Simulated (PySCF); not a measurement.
**SMILES BCBF, CH5B2F**

Molfile (atoms numbered from 1):
```
CH5B2F
     RDKit          3D

  9  8  0  0  0  0  0  0  0  0999 V2000
   -1.2009    0.2474   -0.4609 B   0  0  0  0  0  0  0  0  0  0  0  0
   -0.0568   -0.6322    0.1557 C   0  0  0  0  0  0  0  0  0  0  0  0
    1.1886    0.3117    0.3574 B   0  0  0  0  0  0  0  0  0  0  0  0
    2.0364    0.4782   -0.6370 F   0  0  0  0  0  0  0  0  0  0  0  0
   -1.3311    0.3170   -1.6203 H   0  0  0  0  0  0  0  0  0  0  0  0
   -1.9097    0.8573    0.2415 H   0  0  0  0  0  0  0  0  0  0  0  0
   -0.3564   -1.0425    1.1179 H   0  0  0  0  0  0  0  0  0  0  0  0
    0.2189   -1.4401   -0.5205 H   0  0  0  0  0  0  0  0  0  0  0  0
    1.4245    0.9092    1.3411 H   0  0  0  0  0  0  0  0  0  0  0  0
  1  2  1  0
  2  3  1  0
  3  4  1  0
  1  5  1  0
  1  6  1  0
  2  7  1  0
  2  8  1  0
  3  9  1  0
M  END
```

Level of theory: PySCF 2.14.0, GIAO BHandHLYP/aug-pcSseg-1 magnetisability, rotational g tensor and spin-rotation constants, non-relativistic, gas phase. Geometry: GFN2-xTB.

**Question.** Give the nuclear spin-rotation constants along the inertial axes (H = +C I·J) beside the isotropic shieldings.

**Answer.** Rotational constants 18.1896, 4.6865, 4.3161 GHz. A star marks the isotopologue with that one atom substituted, in its own axes.
| atom | isotope | Caa (kHz) | Cbb (kHz) | Ccc (kHz) | mean (kHz) | σ (ppm) |
| --- | --- | --- | --- | --- | --- | --- |
| B1 | 11B | 5.123 | 2.014 | 1.700 | 2.946 | 14.5 |
| B3 | 11B | 5.916 | 1.364 | 1.262 | 2.847 | 47.0 |
| F4 | 19F | 38.318 | 4.112 | 8.105 | 16.845 | 188.8 |
| H5 | 1H | -1.708 | 0.298 | -0.166 | -0.525 | 24.2 |
| H6 | 1H | -0.496 | -0.435 | 0.229 | -0.234 | 24.1 |
| H7 | 1H | -1.426 | 0.112 | -0.521 | -0.612 | 29.0 |
| H8 | 1H | -1.818 | -0.584 | 0.208 | -0.731 | 29.1 |
| H9 | 1H | -1.545 | -0.258 | 0.117 | -0.562 | 26.5 |
| C2 | 13C* | 2.996 | 0.860 | 0.883 | 1.579 | 140.8 |

For the geometry as given, no vibrational averaging.

**Question.** How do the rotational constants and the g tensor change when H5, H6, H7, H8, H9 are replaced by deuterium?

**Answer.** Constants 12.7809, 4.0563, 3.7540 GHz; g -0.0926, -0.0423, -0.0343, against -0.1318, -0.0467, -0.0408 before.
